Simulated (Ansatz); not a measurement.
A search over several starts for the lowest SCF solution of InSn₂ at the given spin, in a small basis.

```yaml
crystal:
  periodic: [false, false, false]
  atoms:
    - {symbol: In, position_ang: [1.348754, -1.350724, 0.008061]}
    - {symbol: Sn, position_ang: [0.068025, 1.819288, -0.048859]}
    - {symbol: Sn, position_ang: [-1.416770, -0.468564, 0.040798]}
basis:
  gaussian: {orbitals: def2-SVP, initial_orbitals: start.molden}
magnetization: {spin_polarized: true, initial_magnetization: 1}
hamiltonian: {xc: pbe0, dispersion: d4}
output: {orbitals: {seedname: orbitals}}
```

The file start.molden holds the orbitals of an earlier run on this structure, at another level or in another basis.

```sh
$ ansatz run in.yaml --threads 4 --pin off --events-out ev --progress --plain --max-ram 3916MiB
```

Output, abridged:

```
Functional definition: PBE0
  name "PBE0"
  cite "Adamo & Barone, J. Chem. Phys. 110, 6158 (1999) doi:10.1063/1.478522"
  cite "Perdew, Burke & Ernzerhof, Phys. Rev. Lett. 77, 3865 (1996) doi:10.1103/PhysRevLett.77.3865"
  parent pbe
  parameter a = 0.25
  parameter kappa = 0.804
  parameter beta = 0.06672455060314922
  exchange = (1 - a)*pbe_x(kappa = kappa, mu = beta*pi^2/3) + a*exact_x
  correlation = pbe_c(beta = beta)
1023 factors; integrals over basis functions are off by at most 2.7e-4 eV
mean field evaluation 1: about -16836.6411 eV, gradient 1.6e1 eV
mean field evaluation 2: about -16837.3868 eV, gradient 1.7e0 eV
mean field evaluation 4: about -16837.6106 eV, gradient 7.5e-1 eV
mean field evaluation 8: about -16837.6359 eV, gradient 2.9e-2 eV
mean field evaluation 16: about -16837.6359 eV, gradient 3.2e-6 eV
mean field evaluation 32: about -16837.6356 eV, gradient 2.7e-2 eV
mean field evaluation 64: about -16837.4302 eV, gradient 6.9e-1 eV
mean field evaluation 96: about -16837.5142 eV, gradient 1.6e0 eV
mean field -16837.63591250 eV, -618.7717068250 hartree, gradient 3.2e-6 eV, S^2 0.859845; 10 other end points of the search recorded, 0 dependent functions left out
reference -16837.63593510 eV, -618.7717076554 hartree; 33, 32 occupied and 45, 46 virtual orbitals, 1023 factors
Total energy: -16837.77553452 eV, -618.7768378394 hartree
```

Hardware: 4 threads of Arm Neoverse N1 on a shared host. Wall time 18 s.

In the def2 sets In, Sn take a core potential; there is no spin–orbit coupling. The charge 0 doublet is spin-contaminated (final ⟨S²⟩ up to 0.86, 0.75 for a pure state). The structure comes from a short search, and lower isomers may exist.
